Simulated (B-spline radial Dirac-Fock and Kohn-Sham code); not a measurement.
## S⁵⁺ 2s: cross section and angular parameters

System: sulfur as S⁵⁺ in the configuration [Ne] 3s1; threshold 308.9 eV (orbital energy of the model). Calculated with a radial finite-basis atomic code, using Dirac-Hartree-Slater photoionisation with a Latter tail; cross sections with all multipoles, angular parameters from the dipole term and its interference with E2.

For linearly polarised light dσ/dΩ = σ/(4π) [1 + β P₂(cos θ) + (δ + γ cos²θ) sin θ cos φ], with θ from the polarisation vector and φ the angle between the beam and the projection of the electron momentum on the plane normal to the polarisation.

| hν (eV) | σ (kb) | β | γ |
| --- | --- | --- | --- |
| 472 | 173 | 2.000 | -0.022 |
| 733 | 81.1 | 2.000 | -0.009 |
| 775 | 73.2 | 2.000 | 0.005 |
| 800 | 69.0 | 2.000 | 0.014 |
| 1000 | 44.8 | 2.000 | 0.091 |
| 1253.6 | 28.2 | 2.000 | 0.192 |
| 1260 | 27.9 | 2.000 | 0.194 |
| 1270 | 27.5 | 2.000 | 0.198 |
| 1486.9 | 19.7 | 2.000 | 0.280 |
| 1580 | 17.3 | 2.000 | 0.314 |
| 1830 | 12.5 | 2.000 | 0.403 |
| 2000 | 10.2 | 2.000 | 0.461 |
| 2250 | 7.81 | 2.000 | 0.543 |
| 2890 | 4.31 | 2.000 | 0.730 |
| 2950 | 4.10 | 2.000 | 0.747 |
| 4590 | 1.36 | 2.000 | 1.137 |
| 5110 | 1.03 | 2.000 | 1.243 |
| 5414.7 | 0.882 | 2.000 | 1.302 |
| 5710 | 0.767 | 2.000 | 1.357 |
| 6030 | 0.664 | 2.000 | 1.415 |
| 9930 | 0.170 | 2.000 | 2.009 |
| 10500 | ? | ? | ? |
| 11900 | 0.102 | 1.999 | 2.256 |
| 12000 | 0.0994 | 1.999 | 2.268 |

Question: Give the values at 10500 eV.

Answer: σ = 0.145 kb, β = 2.000, γ = 2.083. For an s subshell δ is negligible.
